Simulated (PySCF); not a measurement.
# Orbital levels and atomic charges: C20H10O2

System: C20H10O2 (polycyclic quinone and quinodimethane), SMILES O=c1ccc2c(c1)cc1cc3ccc(=O)cc3c3ccc2c13.

Cartesian coordinates (Å):
```
  1 O     5.743    1.572   -1.654
  2 C     4.746    0.998   -1.229
  3 C     4.811   -0.340   -0.631
  4 C     3.713   -0.960   -0.172
  5 C     2.414   -0.351   -0.236
  6 C     2.293    0.982   -0.821
  7 C     3.424    1.601   -1.286
  8 C     1.023    1.636   -0.909
  9 C    -0.120    1.028   -0.447
 10 C    -1.455    1.532   -0.457
 11 C    -2.500    0.801    0.045
 12 C    -3.841    1.328    0.025
 13 C    -4.891    0.644    0.507
 14 C    -4.748   -0.691    1.090
 15 O    -5.702   -1.322    1.532
 16 C    -3.394   -1.220    1.110
 17 C    -2.321   -0.528    0.620
 18 C    -0.988   -1.034    0.631
 19 C    -0.375   -2.278    1.095
 20 C     0.954   -2.233    0.857
 21 C     1.273   -0.955    0.225
 22 C     0.028   -0.263    0.115
 23 H     5.787   -0.797   -0.582
 24 H     3.775   -1.947    0.265
 25 H     3.368    2.588   -1.725
 26 H     0.993    2.621   -1.351
 27 H    -1.638    2.514   -0.873
 28 H    -3.977    2.313   -0.400
 29 H    -5.890    1.052    0.485
 30 H    -3.264   -2.204    1.536
 31 H    -0.912   -3.088    1.550
 32 H     1.670   -2.999    1.088
```

Method: BHandHLYP/6-31G*, gas phase, PySCF, fitting set def2-universal-JFIT up to Ne and JKFIT beyond, grid level 1.

The gap is small, so a closed-shell solution may not be the true ground state; the numbers describe that solution.

(1) Give the orbital energies near the gap.

(2) Give the partial charges of the non-hydrogen atoms.

Answers

(1) 
| orbital | eV |
| --- | --- |
| HOMO-4 | -9.07 |
| HOMO-3 | -8.61 |
| HOMO-2 | -7.85 |
| HOMO-1 | -7.56 |
| HOMO | -6.51 |
| LUMO | -3.34 |
| LUMO+1 | -1.80 |
| LUMO+2 | 0.55 |
| LUMO+3 | 0.75 |

(2) 
| atom | Mulliken | IAO | Hirshfeld |
| --- | --- | --- | --- |
| O1 | -0.49 | -0.44 | -0.27 |
| C2 | 0.46 | 0.36 | 0.15 |
| C3 | -0.25 | -0.17 | -0.04 |
| C4 | -0.12 | -0.12 | -0.03 |
| C5 | 0.01 | 0.02 | 0.02 |
| C6 | 0.17 | 0.02 | 0.02 |
| C7 | -0.32 | -0.16 | -0.03 |
| C8 | -0.28 | -0.13 | -0.03 |
| C9 | 0.21 | 0.01 | 0.00 |
| C10 | -0.27 | -0.11 | -0.02 |
| C11 | 0.11 | 0.00 | 0.01 |
| C12 | -0.17 | -0.11 | -0.03 |
| C13 | -0.23 | -0.19 | -0.05 |
| C14 | 0.45 | 0.36 | 0.14 |
| O15 | -0.51 | -0.46 | -0.29 |
| C16 | -0.31 | -0.18 | -0.04 |
| C17 | 0.11 | 0.02 | 0.01 |
| C18 | -0.01 | 0.01 | 0.01 |
| C19 | -0.17 | -0.13 | -0.03 |
| C20 | -0.18 | -0.17 | -0.06 |
| C21 | 0.02 | 0.03 | 0.02 |
| C22 | -0.08 | -0.03 | -0.03 |
